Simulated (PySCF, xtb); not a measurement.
Si(Cl)2(F)(SiH3) (Cl₂FH₃Si₂), SMILES F[Si]([SiH3])(Cl)Cl.

Harmonic wavenumbers (cm⁻¹) from GFN2-xTB (xtb 6.7.1) at its own minimum, in rising order: 28, 87, 106, 152, 195, 208, 365, 471, 486, 514, 555, 767, 774, 779, 787, 2261, 2263, 2267.

Q: What does PBE-D3(BJ)/def2-SVP run with PySCF give at its own minimum? (The exact figures need the calculation; the answer reports its results.)

A: 93, 111, 113, 176, 231, 233, 385, 493, 498, 570, 604, 826, 878, 893, 898, 2168, 2188, 2189. Paired by order, the mean absolute difference is 54 cm⁻¹ and the zero-point energies are 18.7 and 19.4 kcal/mol.
